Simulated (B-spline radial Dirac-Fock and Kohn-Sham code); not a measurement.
## The Eu atom: differential elastic cross section for electrons at 30.2 keV

These are calculated numbers from a radial atomic solver; the model is relativistic (Dirac) partial waves in the static field of the Dirac-Fock atom with Furness-McCarthy exchange, without polarisation or absorption potentials.

The run's input, task.json:

```json
{"items": [{
  "Z": 63,
  "q": 0,
  "cfg": [[1, 0, 2], [2, 0, 2], [2, 1, 6], [3, 0, 2], [3, 1, 6], [3, 2, 10], [4, 0, 2], [4, 1, 6], [4, 2, 10], [4, 3, 7], [5, 0, 2], [5, 1, 6], [6, 0, 2]],
  "A": 153,
  "rrms": 5.1115,
  "do": "elastic",
  "energies": [[30200.0, 0]],
  "theta": [5, 10, 15, 20, 25, 30, 35, 40, 45, 50, 55, 60, 65, 70, 75, 80, 85, 90, 95, 100, 105, 110, 115, 120, 125, 130, 135, 140, 145, 150, 155, 160, 165, 170, 175]
}]}
```

Command: `python xray2_run.py task.json out`

```csv
θ (°),dσ/dΩ (a₀²/sr),Sherman function
5,8.46,0.000
10,1.00,0.000
15,0.276,0.001
20,0.105,0.004
25,0.0503,0.009
30,0.0279,0.015
35,0.0170,0.020
40,0.0111,0.023
45,0.00765,0.022
50,0.00550,0.015
55,0.00412,0.004
60,0.00318,-0.012
65,0.00253,-0.032
70,0.00206,-0.055
75,0.00171,-0.080
80,0.00145,-0.105
85,0.00125,-0.130
90,0.00109,-0.154
95,0.000965,-0.175
100,0.000864,-0.192
105,0.000784,-0.206
110,0.000718,-0.215
115,0.000664,-0.220
120,0.000620,-0.220
125,0.000583,-0.217
130,0.000553,-0.209
135,0.000528,-0.198
140,0.000507,-0.183
145,0.000490,-0.166
150,0.000476,-0.146
155,0.000465,-0.125
160,0.000456,-0.102
165,0.000450,-0.077
170,0.000445,-0.052
175,0.000443,-0.026
```

The total elastic cross section is 1.64 a₀², the first transport cross section 0.0226 a₀² and the second, weighted with (3/2) sin²θ, 0.0473 a₀². The mean deflection is ⟨1 − cos θ⟩ = 0.0138, and 0.25 % of the collisions scatter beyond 90°.

Phase shifts modulo π (rad) for κ = −1 to −5: 1.279, 0.107, -0.568, -1.012, -1.330.
